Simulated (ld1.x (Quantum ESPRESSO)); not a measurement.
## C (Z = 6): variants of one TM potential

Base potential:

```
Element                 : C (Z = 6)
Generator               : ld1.x (Quantum ESPRESSO) 7.5
Type                    : norm-conserving Troullier–Martins (Kleinman–Bylander form)
Functional              : PBE
Relativity              : scalar-relativistic
Frozen core             : [He]
Valence charge          : 4
Reference configuration : 2s2 2p2
Partial waves           : 2s (bound): rc 0.80 bohr; 2p (bound): rc 1.70 bohr
Local potential         : all-electron potential smoothed inside 1.25 bohr (lloc = -1)
Core correction         : Bessel-smoothed model core inside 0.75 bohr
```

All-electron outer shells of the reference configuration (PBE, scalar-relativistic, ld1.x):

| shell | level (eV) | outermost node (bohr) | outermost maximum (bohr) |
| --- | --- | --- | --- |
| 1s | -273.38 | – | 0.17 |
| 2s | -13.75 | 0.38 | 1.22 |
| 2p | -5.29 | – | 1.20 |

Cutoffs, loose and tight: the cutoffs (Ry, on a coarse ladder) from which the occupation-weighted sum of valence levels, in a spherical-Bessel basis at the reference potential, stays within 10 and 1 mRy of its value at 400 Ry. They do not see the model core or the augmentation charge, which bear on the density cutoff. Test errors are all-electron minus pseudo excitation energies from the reference, over the configurations 2s2 2p1; 2s2 2p0; 2s1 2p0; 2s2 2p1.5; 2s1 2p2; 2s1 2p3; 2s2 2p2.3. A dash means not determined; rows that change the core or the reference have their own tests.

```tsv
change	outcome	cutoff, loose	cutoff, tight	bound ghosts	largest test error (meV)
base	generated	100 Ry	230 Ry	none	+425
local potential all-electron potential smoothed inside 0.64 bohr (lloc = -1)	generated	100 Ry	230 Ry	none	+447
local potential all-electron potential smoothed inside 0.78 bohr (lloc = -1)	generated	100 Ry	230 Ry	none	+432
local potential all-electron potential smoothed inside 0.92 bohr (lloc = -1)	generated	100 Ry	230 Ry	none	+431
local potential all-electron potential smoothed inside 1.08 bohr (lloc = -1)	generated	100 Ry	230 Ry	none	+429
local potential all-electron potential smoothed inside 1.26 bohr (lloc = -1)	generated	100 Ry	230 Ry	none	+425
local potential all-electron potential smoothed inside 1.36 bohr (lloc = -1)	generated	100 Ry	230 Ry	none	+422
local potential all-electron potential smoothed inside 1.54 bohr (lloc = -1)	generated	100 Ry	230 Ry	none	+412
local potential all-electron potential smoothed inside 1.70 bohr (lloc = -1)	generated	100 Ry	230 Ry	none	+395
local potential all-electron potential smoothed inside 1.78 bohr (lloc = -1)	generated	100 Ry	230 Ry	none	+380
```

(1) What comes out with this change to the base: local potential all-electron potential smoothed inside 1.96 bohr (lloc = -1)?

Results:

(1) outcome: generated; cutoff, loose: 100 Ry; cutoff, tight: 230 Ry; bound ghosts: none; largest test error (meV): +315.

Reading the sweep of the rcloc (base included, trends over the rows without a ghost): The loose cutoff stays near 100 Ry. The median size of the test errors (rows with all tests solved) is not monotonic: lowest 7.6 meV at 1.96 bohr, highest 13.4 meV at 1.78 bohr.
